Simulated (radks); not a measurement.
Task: Species: Be I. Configuration: [He] 2s2. Method: scalar-relativistic Kohn-Sham, LDA (Slater exchange, VWN5 correlation), spin-polarised, spherical densities, finite nucleus; Fermi nuclear charge, rms radius 2.519 fm; hard spherical wall at 7 bohr; computed with a radial shooting solver on a logarithmic mesh with Libxc functionals. Some entries of the table are withheld. Estimate them.

orbital  occ.  eigenvalue (eV)  <r^2> (bohr^2)
1s          2        -104.5084             (1)
2s          2              (2)           7.533
2p          0          -1.6229           8.946
3s          0              (3)           18.92
3d          0           5.3522             (4)

Result: 
(1) 1s <r^2> (bohr^2): 0.2466
(2) 2s eigenvalue (eV): -5.3057
(3) 3s eigenvalue (eV): 5.1994
(4) 3d <r^2> (bohr^2): 18.27
